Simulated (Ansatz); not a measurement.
A run of Ansatz (development build ahead of 0.2.0) on triplet BeC at this shape:

```xyz
2

Be   -0.0310    0.0052   -0.8785
C     0.0023   -0.0187    0.7933
```

Its results:

| Quantity | Value |
| --- | --- |
| Converged | yes |
| Reference energy | -52.28331 hartree |
| Correlation energy | -0.06769 hartree |
| Total energy | -52.35100 hartree |
| Spin squared of the determinant | 2.958 |
| Stability test | minimum |
| Occupied orbitals by symmetry in an Abelian subgroup (alpha; beta) | 4 A1 1 B1 1 B2; 4 A1 |

Messages of the program:
```
mean field -1422.70136141 eV, -52.2833106903 hartree, gradient 2.6e-6 eV, S^2 2.957858; 7 other ends of a descent, 0 dependent functions left out
```

**Question.** Which input gives this output? Name the method, the orbitals and the basis set, and write the input.

**Answer.** UHF-MP2 in def2-SVP.

```yaml
crystal:
  periodic: [false, false, false]
  atoms:
    - { symbol: Be, position_ang: [-0.03103, 0.0052, -0.8785] }
    - { symbol: C, position_ang: [0.00234, -0.0187, 0.79333] }
basis:
  gaussian: { orbitals: def2-SVP }
magnetization:
  spin_polarized: true
  initial_magnetization: 2
hamiltonian:
  xc: hf
correlation:
  method: mp2
  frozen_orbitals: { Be: 0, C: 1 }
```

Caution: the unrestricted determinant is a mixture of spin states.
